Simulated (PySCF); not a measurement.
Start geometry of `CC#CC1=C(C)CCCC1` from GFN2-xTB (Å):
```
atom  x, y, z in Å
C1     4.1899   -0.2867   -0.5763
C2     2.7560   -0.2466   -0.3890
C3     1.5646   -0.1902   -0.2295
C4     0.1574   -0.2070   -0.0615
C5    -0.5350    0.8901    0.2649
C6     0.1204    2.2137    0.5191
C7    -2.0291    0.8729    0.4293
C8    -2.6694   -0.3700   -0.1812
C9    -1.9005   -1.6070    0.2653
C10   -0.4852   -1.5522   -0.2980
H11    4.5457   -1.3159   -0.5226
H12    4.6871    0.2995    0.1971
H13    4.4525    0.1254   -1.5514
H14   -0.1260    2.5701    1.5201
H15   -0.2389    2.9577   -0.1927
H16    1.2006    2.1355    0.4281
H17   -2.2640    0.9166    1.4996
H18   -2.4512    1.7742   -0.0249
H19   -3.7160   -0.4376    0.1226
H20   -2.6391   -0.3020   -1.2712
H21   -1.8607   -1.6317    1.3567
H22   -2.4018   -2.5158   -0.0741
H23    0.1372   -2.3294    0.1539
H24   -0.5063   -1.7439   -1.3767
```

Q: What comes out of this run: PBE0-D3(BJ)/def2-SVP geometry optimisation, gas phase (PySCF)?

A: 
```
atom  x, y, z in Å
C1     4.1791   -0.1918   -0.5281
C2     2.7393   -0.1471   -0.3374
C3     1.5344   -0.0950   -0.1767
C4     0.1159   -0.1166   -0.0066
C5    -0.5831    0.9972    0.3233
C6     0.0727    2.3154    0.5797
C7    -2.0799    0.9728    0.4712
C8    -2.7381   -0.2671   -0.1160
C9    -1.9718   -1.5142    0.2954
C10   -0.5465   -1.4595   -0.2325
H11    4.5566   -1.2252   -0.4768
H12    4.7031    0.3935    0.2442
H13    4.4671    0.2197   -1.5091
H14   -0.1935    2.6903    1.5831
H15   -0.2817    3.0737   -0.1396
H16    1.1663    2.2526    0.5087
H17   -2.3237    1.0583    1.5484
H18   -2.4981    1.8866    0.0137
H19   -3.7916   -0.3244    0.2003
H20   -2.7437   -0.1924   -1.2176
H21   -1.9533   -1.5802    1.3976
H22   -2.4737   -2.4257   -0.0657
H23    0.0727   -2.2423    0.2341
H24   -0.5303   -1.6804   -1.3157
```

The energy falls by 1.7 kcal/mol over 4 energy and gradient evaluations, the largest force component goes from 0.0207 to 1.7e-04 Eh/bohr, and the atoms move by 0.039 Å rms after alignment. The bond that changes most is C4=C5 (both ends fully substituted alkene carbon), which lengthens by 0.018 Å. Bonds longer at the end by more than 0.005 Å: 18 of 24; shorter: 0. Among the angles that change most is H17–C7–H18, from 106.8° to 104.8°. Rotational constants go from 2454, 786.4, 616.1 to 2436, 772.6, 606.1 MHz. The orientation of the end geometry is arbitrary; only internal coordinates are fixed.

The run used 210 basis functions and 28 SCF cycles in all.

Not checked by PBE0-D3(BJ)/def2-SVP frequencies. The numbers are those of one conformer.
